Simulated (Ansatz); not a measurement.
`O=C([SiH3])BO`, relaxed with RKS PBE-D4/def2-SVP in Ansatz from a rough embedded geometry. The force threshold is 0.03 eV/Å; the program also tests the step.

Charge 0, multiplicity 1.

Start:

```xyz
10

O    -1.280    1.216   -0.063
C    -0.381    0.467    0.000
Si    0.944    0.568   -1.258
B    -0.341   -0.653    1.106
O    -1.331   -0.664    2.189
H     0.399    1.227   -2.484
H     1.354   -0.831   -1.656
H     2.050    1.278   -0.773
H     0.593   -1.337    1.140
H    -2.008   -1.271    1.800
```

Problem. By how much does the energy fall, and how many steps does the optimiser take? (Best estimate.)

Solution. Computed: 171.80 kJ/mol, in 10 steps.

Problem. Which bonds change most? (Estimate.)

Solution. Ansatz gave: B4–O5 from 1.467 to 1.344 Å; C2–Si3 from 1.829 to 1.945 Å; Si3–H8 from 1.401 to 1.506 Å; O1–C2 from 1.172 to 1.239 Å.

Problem. Give the relaxed structure. (Estimate.)

Solution. The calculation gave: 
```xyz
10

O    -1.568    0.702   -0.056
C    -0.440    0.191   -0.008
Si    0.906    0.578   -1.359
B    -0.211   -0.810    1.272
O    -1.310   -0.899    2.039
H     0.359    1.463   -2.439
H     1.382   -0.731   -1.931
H     2.071    1.240   -0.670
H     0.796   -1.428    1.551
H    -1.984   -0.306    1.602
```
